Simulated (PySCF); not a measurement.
## Germanium: a sound run and one with changed settings

Sound run: Ge [Ar] 3d10 4s2 4p2, Ge⁺ [Ar] 3d10 4s2 4p1. All numbers are calculated (PySCF 2.14, the spin-free X2C one-electron Hamiltonian (Gaussian nucleus), in aug-cc-pVDZ-DK). In the sound run the correlated levels freeze [Ar] 3d10. The sound run starts from symmetry-adapted Hartree-Fock orbitals and uses a fine grid where one is needed.

Changed run: no relativity, point nucleus. This setting is unsound on purpose.

```csv
species,method,sound run (hartree),changed run (hartree),converged
Ge,UHF,-2096.95964,-2063.36994,yes
Ge,M06-2X,-2098.70736,-2065.12053,yes
Ge,PBE,-2098.34031,-2064.75257,yes
Ge,MP2,-2097.00059,-2063.41134,yes
Ge,CCSD(T),-2097.01755,-2063.42898,yes
Ge⁺,UHF,-2096.68721,-2063.09604,yes
Ge⁺,M06-2X,-2098.42247,-2064.83380,yes
Ge⁺,PBE,-2098.04987,-2064.46085,yes
Ge⁺,MP2,-2096.71839,-2063.12766,yes
Ge⁺,CCSD(T),-2096.73388,-2063.14393,yes
```

Ionisation energy of Ge:

| method | sound run (eV) | changed run (eV) |
| --- | --- | --- |
| UHF | 7.413 | 7.453 |
| M06-2X | 7.752 | 7.802 |
| PBE | 7.903 | 7.938 |
| MP2 | 7.679 | 7.719 |
| SCS-MP2 | 7.609 | 7.650 |
| CCSD | 7.707 | 7.744 |
| CCSD(T) | 7.719 | 7.757 |

Most of the change in total energy is the relativistic energy itself. On top of that the contraction fixes the core shape for the Hamiltonian it was made with, so the changed run is not a good calculation with the other Hamiltonian either.

For comparison, NIST gives 7.899 eV between the lowest levels.
